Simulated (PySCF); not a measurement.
## AsH⁺: one state, many levels of theory

State: ²Π (doublet), unpaired electrons π ↑. Set-up: As def2-SVPD, H def2-SVPD; no relativity (PySCF 2.14). De refers to As⁺ + H in their high-spin ground configurations, without counterpoise correction. The functionals are run spin-unrestricted. A positive dipole points towards H; it is taken about the centre of mass and depends on that origin.

```json
{"Level": "UHF", "Re (Å)": "1.516", "ωe (cm⁻¹)": "2357", "De (eV)": "2.13", "μ (D)": "0.92"}
{"Level": "UHF-MP2", "Re (Å)": "1.520", "ωe (cm⁻¹)": "2296", "De (eV)": "2.77", "μ (D)": "n/a"}
{"Level": "UHF-SCS-MP2", "Re (Å)": "1.522", "ωe (cm⁻¹)": "2283", "De (eV)": "2.85", "μ (D)": "n/a"}
{"Level": "UHF-CCSD", "Re (Å)": "1.529", "ωe (cm⁻¹)": "2223", "De (eV)": "2.91", "μ (D)": "n/a"}
{"Level": "UHF-CCSD(T)", "Re (Å)": "1.531", "ωe (cm⁻¹)": "2210", "De (eV)": "2.93", "μ (D)": "n/a"}
{"Level": "PBE", "Re (Å)": "1.556", "ωe (cm⁻¹)": "2121", "De (eV)": "3.16", "μ (D)": "0.78"}
{"Level": "BLYP", "Re (Å)": "1.559", "ωe (cm⁻¹)": "2091", "De (eV)": "3.21", "μ (D)": "0.72"}
{"Level": "r²SCAN", "Re (Å)": "1.537", "ωe (cm⁻¹)": "2202", "De (eV)": "3.18", "μ (D)": "0.84"}
{"Level": "M06-L", "Re (Å)": "1.539", "ωe (cm⁻¹)": "2197", "De (eV)": "3.24", "μ (D)": "0.71"}
{"Level": "B3LYP", "Re (Å)": "1.544", "ωe (cm⁻¹)": "2175", "De (eV)": "3.21", "μ (D)": "0.77"}
{"Level": "PBE0", "Re (Å)": "1.538", "ωe (cm⁻¹)": "2213", "De (eV)": "3.10", "μ (D)": "0.83"}
{"Level": "LC-ωPBE", "Re (Å)": "1.525", "ωe (cm⁻¹)": "2302", "De (eV)": "3.06", "μ (D)": "0.90"}
```

Q: Which functional lies closest to UHF-CCSD(T) in De, which farthest, and by how much do they differ from it?

A: Closest is LC-ωPBE (-0.6 pm in Re, +4.2 % in ωe, +0.13 eV in De against UHF-CCSD(T) in the same basis), farthest M06-L (+0.8 pm in Re, -0.6 % in ωe, +0.31 eV in De). CCSD(T) converges more slowly with the basis than the functionals do and binds too weakly in this one, so the order can change at the basis-set limit.

Q: What does the three-parameter hybrid form, with a fifth of exact exchange, do here, going from BLYP to B3LYP?

A: B3LYP less BLYP: -1.5 pm in Re, +4.0 % in ωe, +0.00 eV in De. Exact exchange removes part of the self-interaction that spreads semilocal densities, and in most molecules shortens and stiffens the bond and lowers De; so it does here.

Q: What does second-order correlation do here, going from UHF to UHF-MP2?

A: UHF-MP2 less UHF: +0.4 pm in Re, -2.6 % in ωe, +0.64 eV in De. Correlation nearly always deepens the well. The bond lengthens, as in strong covalent bonds, where excitations into antibonding orbitals dominate.

Correlated steps freeze 9 core orbitals. Correlated levels converge slowly with the basis: in double zeta they bind strong bonds too weakly, by up to about 1 eV, and carry superposition errors of some tenths. Spin–orbit coupling is left out. For an ion De counts to the pair picked by the measured ionisation energies or electron affinities, which need not be the lowest pair at this level. The state was picked by a PBE0 search and need not be the measured ground state.

The whole job (state search and all levels along the bond) took about 1.2 min on 1 thread of Intel Xeon Platinum 8488C (shared host), peak memory 0.53 GiB.
